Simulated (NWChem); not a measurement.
System: BiHOCl2; SMILES [OH][Bi]([Cl])[Cl]

NWChem input:

```
start job
memory heap 200 mb stack 900 mb global 1100 mb
geometry units angstroms noautoz
  Bi    -0.335215     0.191767     0.000000
  Cl     1.282209    -0.017470    -1.854464
  Cl     1.282209    -0.017470     1.854464
  O     -1.047669    -1.749126     0.000000
  H     -0.344540    -2.413696     0.000000
end
basis spherical
  Bi library def2-svp
  Cl library def2-svp
  O library def2-svp
  H library def2-svp
end
ecp
  Bi library def2-ecp
end
dft
  xc b3lyp
  iterations 150
  mulliken
end
task dft energy
```

Excerpt of the output:

```
             Northwest Computational Chemistry Package (NWChem) 7.3.0
             --------------------------------------------------------

 CS  symmetry detected

                             Geometry "geometry" -> ""
                             -------------------------

 Output coordinates in angstroms (scale by  1.889725989 to convert to a.u.)

  No.       Tag          Charge          X              Y              Z
 ---- ---------------- ---------- -------------- -------------- --------------
    1 Bi                  83.0000    -0.35540210     0.25850919     0.00000000
    2 Cl                  17.0000     1.21012774    -0.19860878     1.85446400
    3 Cl                  17.0000     1.21012774    -0.19860878    -1.85446400
    4 O                    8.0000    -1.35974822    -1.54868344     0.00000000
    5 H                    1.0000    -0.76798296    -2.31409677     0.00000000

 Effective nuclear repulsion energy (a.u.)     884.1226577973

      Symmetry information
      --------------------

 Group name             Cs
 Group number              2
 Group order               2
 No. of unique centers     4

                                 NWChem DFT Module
                                 -----------------

 Summary of "ao basis" -> "ao basis" (spherical)
 ------------------------------------------------------------------------------
       Tag                 Description            Shells   Functions and Types
 ---------------- ------------------------------  ------  ---------------------
 Bi                         def2-svp                10       26   4s4p2d
 Cl                         def2-svp                 8       18   4s3p1d
 O                          def2-svp                 6       14   3s2p1d
 H                          def2-svp                 3        5   2s1p

      Symmetry analysis of basis
      --------------------------

        a'         50
        a"         31

            General Information
            -------------------
          SCF calculation type: DFT
          Wavefunction type:  closed shell.
          No. of atoms     :     5
          No. of electrons :    66
           Alpha electrons :    33
            Beta electrons :    33
          Charge           :     0
          Spin multiplicity:     1
          Use of symmetry is: on ; symmetry adaption is: on
          Maximum number of iterations: 150
          AO basis - number of functions:    81
                     number of shells:    35
          Convergence on energy requested:  1.00D-06
          Convergence on density requested:  1.00D-05
          Convergence on gradient requested:  5.00D-04

              XC Information
              --------------
                         B3LYP Method XC Potential
                     Hartree-Fock (Exact) Exchange  0.200
                        Slater Exchange Functional  0.800 local
                    Becke 1988 Exchange Functional  0.720 non-local
              Lee-Yang-Parr Correlation Functional  0.810
                  VWN I RPA Correlation Functional  0.190 local

             Grid Information
             ----------------
          Grid used for XC integration:  medium
          Radial quadrature: Mura-Knowles
          Angular quadrature: Lebedev.
          Tag              B.-S. Rad. Rad. Pts. Rad. Cut. Ang. Pts.
          ---              ---------- --------- --------- ---------
          Bi                  1.60      123           9.0       590
          Cl                  1.00       88          10.0       590
          O                   0.60       49           9.0       434
          H                   0.35       45          10.0       434
          Grid pruning is: on
          Number of quadrature shells:   305
          Spatial weights used:  Erf1

      Superposition of Atomic Density Guess
      -------------------------------------

 Sum of atomic energies:       -1239.25648390

      Non-variational initial energy
      ------------------------------

 Total energy =   -1207.587045
 1-e energy   =   -2369.060575
 2-e energy   =     849.517423
 HOMO         =      -0.347238
 LUMO         =       0.002108

      Symmetry analysis of molecular orbitals - initial
      -------------------------------------------------

  Numbering of irreducible representations:

     1 a'          2 a"

  Orbital symmetries:

     1 a'          2 a"          3 a'          4 a'          5 a"
     6 a'          7 a"          8 a'          9 a'         10 a"
    11 a"         12 a'         13 a'         14 a"         15 a'
    16 a'         17 a"         18 a'         19 a'         20 a"
    21 a'         22 a'         23 a"         24 a'         25 a'
    26 a"         27 a'         28 a'         29 a"         30 a'
    31 a"         32 a"         33 a'         34 a'         35 a'
    36 a"         37 a'         38 a'         39 a"         40 a'
    41 a'         42 a'         43 a"

     ---------------------------------------------
      Total Density - Mulliken Population Analysis
     ---------------------------------------------

    Atom       Charge   Shell Charges
 -----------   ------   -------------------------------------------------------
    1 Bi  23    21.20   2.92 -0.87  1.23  0.61  4.71  1.25  0.75  0.48  9.76  0.35
    2 Cl  17    17.59   2.00  1.99  1.23  0.74  5.94  2.18  3.50  0.01
    3 Cl  17    17.59   2.00  1.99  1.23  0.74  5.94  2.18  3.50  0.01
    4 O    8     8.95   1.99  1.11  0.69  3.08  2.07  0.00
    5 H    1     0.67   0.53  0.08  0.06

   convergence    iter        energy       DeltaE   RMS-Dens  Diis-err
 ---------------- ----- ----------------- --------- --------- ---------
 d= 0,ls=0.0,diis     1  -1210.5648867601 -1.52D+03  3.05D-02  9.56D-01
 d= 0,ls=0.0,diis     2  -1210.1521204356  4.13D-01  1.85D-02  4.48D+00
 d= 0,ls=0.0,diis     3  -1210.6771822350 -5.25D-01  5.86D-03  1.43D-01
 d= 0,ls=0.0,diis     4  -1210.6894844086 -1.23D-02  2.42D-03  4.85D-02
 d= 0,ls=0.0,diis     5  -1210.6962773629 -6.79D-03  2.49D-04  4.56D-04
  Resetting Diis
 d= 0,ls=0.0,diis     6  -1210.6963289572 -5.16D-05  6.84D-05  2.71D-05
 d= 0,ls=0.0,diis     7  -1210.6963329875 -4.03D-06  1.68D-05  8.37D-07
 d= 0,ls=0.0,diis     8  -1210.6963329789  8.62D-09  9.83D-06  1.06D-06

         Total DFT energy =    -1210.696332978895
      One electron energy =    -2370.801793160555
           Coulomb energy =      930.962196545484
    Exchange-Corr. energy =      -82.812842974069
 Nuclear repulsion energy =      311.956106610244

 Numeric. integr. density =       66.000004033080

                  Occupations of the irreducible representations
                  ----------------------------------------------

                     irrep           alpha         beta
                     --------     --------     --------
                     a'               20.0         20.0
                     a"               13.0         13.0

                       DFT Final Molecular Orbital Analysis
                       ------------------------------------

 Vector   31  Occ=2.000000D+00  E=-3.060111D-01  Symmetry=a"
              MO Center=  6.9D-01, -4.3D-01,  9.9D-14, r^2= 5.1D+00
   Bfn.  Coefficient  Atom+Function         Bfn.  Coefficient  Atom+Function
  ----- ------------  ---------------      ----- ------------  ---------------
    38      0.328030  2 Cl py                56     -0.328030  3 Cl py
    68      0.283303  4 O  pz                39      0.264628  2 Cl pz
    57      0.264628  3 Cl pz                35      0.238745  2 Cl py
    53     -0.238745  3 Cl py                71      0.211323  4 O  pz
    36      0.190153  2 Cl pz                54      0.190153  3 Cl pz

 Vector   32  Occ=2.000000D+00  E=-3.021839D-01  Symmetry=a"
              MO Center=  8.3D-01, -3.9D-01,  9.4D-14, r^2= 5.0D+00
   Bfn.  Coefficient  Atom+Function         Bfn.  Coefficient  Atom+Function
  ----- ------------  ---------------      ----- ------------  ---------------
    37      0.309307  2 Cl px                55     -0.309307  3 Cl px
    39     -0.288537  2 Cl pz                57     -0.288537  3 Cl pz
    68      0.245757  4 O  pz                34      0.226412  2 Cl px
    52     -0.226412  3 Cl px                36     -0.210133  2 Cl pz
    54     -0.210133  3 Cl pz                71      0.193490  4 O  pz

 Vector   33  Occ=2.000000D+00  E=-2.998586D-01  Symmetry=a'
              MO Center=  5.8D-01, -2.7D-01,  1.8D-13, r^2= 5.1D+00
   Bfn.  Coefficient  Atom+Function         Bfn.  Coefficient  Atom+Function
  ----- ------------  ---------------      ----- ------------  ---------------
    38      0.363117  2 Cl py                56      0.363117  3 Cl py
    35      0.261372  2 Cl py                53      0.261372  3 Cl py
     3     -0.239586  1 Bi s                 37     -0.190411  2 Cl px
    55     -0.190411  3 Cl px                66      0.182666  4 O  px
     4     -0.180423  1 Bi s                 12     -0.177359  1 Bi py

 Vector   34  Occ=0.000000D+00  E=-7.313722D-02  Symmetry=a'
              MO Center= -9.0D-02,  2.0D-01, -9.5D-15, r^2= 4.3D+00
   Bfn.  Coefficient  Atom+Function         Bfn.  Coefficient  Atom+Function
  ----- ------------  ---------------      ----- ------------  ---------------
    14      0.623168  1 Bi px                11      0.538187  1 Bi px
     3      0.458108  1 Bi s                 39      0.355178  2 Cl pz
    57     -0.355178  3 Cl pz                 5     -0.248081  1 Bi px
     1     -0.208126  1 Bi s                 30     -0.198487  2 Cl s
    48     -0.198487  3 Cl s                 36      0.187242  2 Cl pz

[...]
```

Level: B3LYP/def2-SVP with def2 effective core potentials on Bi. All runs use the structure optimised with PBE0/def2-SVP. def2 effective core potentials on Bi; no spin-orbit coupling.
